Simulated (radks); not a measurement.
Species: Yb II. Configuration: [Xe] 4f14 6s1. Calculated with a radial shooting solver on a logarithmic mesh with Libxc functionals: non-relativistic Kohn-Sham, Slater X-alpha with alpha = 0.935, spin-unpolarised, spherical densities, point nucleus; relativity is left out, which matters for an element this heavy.

Normalised radial functions P(r) = r R(r), r in bohr:

```
   r/bohr * 5p, o 4f (the largest magnitude, 1.2, reaches the edge; | marks zero, & curves that meet)
0.0007198                             &
0.0009755                             &
 0.001333                             &
 0.001806                             &
 0.002467                             &
 0.003344                             &
 0.004568                             &
 0.006192                             &
 0.008459                             o*
  0.01146                             o*
  0.01566                             o *
  0.02123                             o  *
    0.029                             o   *
   0.0393                             o    *
  0.05369                             o    *
  0.07276                             |o *
   0.0994                           * |  o
   0.1347                       *     |     o
    0.184                      *      |          o
   0.2494                            *|                 o
   0.3408                             |       *               o
   0.4618                             |         *                o
   0.6259                             |*                       o
   0.8551                *            |                  o
    1.159        *                    |            o
    1.583          *                  |      o
    2.146                  *          |  o
    2.931                         *   |o
    3.973                            *o
    5.427                             &
    7.355                             &
    10.05                             &
```

5p: eigenvalue -35.860 eV, 3 radial nodes at r = 0.0892, 0.256, 0.641 bohr, <r> = 1.47 bohr, 90 % of the charge inside 2.16 bohr. 4f: eigenvalue -20.300 eV, 0 radial nodes, <r> = 0.710 bohr, 90 % of the charge inside 1.21 bohr.
